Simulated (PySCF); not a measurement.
AgCl, SMILES [Cl][Ag], multiplicity 1.

Geometry optimised at B3LYP-D3(BJ)/def2-TZVPD. The multiplicity is an assumed one; other spin states were not compared. The def2 effective core potentials stand for the cores of Ag; spin–orbit coupling is left out.

Two levels are set side by side: TDDFT-PBE/def2-TZVPD (PySCF) and TDDFT-B3LYP/def2-TZVPD (PySCF). Vertical, same geometry. The lowest singlet is HOMO→LUMO 100 % with PBE and HOMO→LUMO 100 % with the other functional; states are paired by order. Differences are taken from unrounded values.

```
quantity                               TDDFT-PBE
-------------------------------------  ---------
lowest singlet excitation (eV)              2.36
lowest triplet excitation (TDA) (eV)        2.07
first bright state (f over 0.05) (eV)       3.35
its oscillator strength                     0.06
```

Question: These are the TDDFT-PBE values. What does TDDFT-B3LYP give? (The exact figures need the calculation; the answer reports its results.)

Answer: 
```json
[
 {"quantity": "lowest singlet excitation (eV)", "TDDFT-B3LYP": "2.72", "TDDFT-PBE minus TDDFT-B3LYP": "-0.36"},
 {"quantity": "lowest triplet excitation (TDA) (eV)", "TDDFT-B3LYP": "2.43", "TDDFT-PBE minus TDDFT-B3LYP": "-0.36"},
 {"quantity": "first bright state (f over 0.05) (eV)", "TDDFT-B3LYP": "3.50", "TDDFT-PBE minus TDDFT-B3LYP": "-0.15"},
 {"quantity": "its oscillator strength", "TDDFT-B3LYP": "0.06", "TDDFT-PBE minus TDDFT-B3LYP": "0.00"}
]
```

A lower first singlet is the usual sign of a functional without exact exchange. Differences between two approximate levels are no errors against the true value.

Rough cost on one machine, each run with all the roots and properties that it gave: TDDFT-B3LYP against TDDFT-PBE about 4 times.
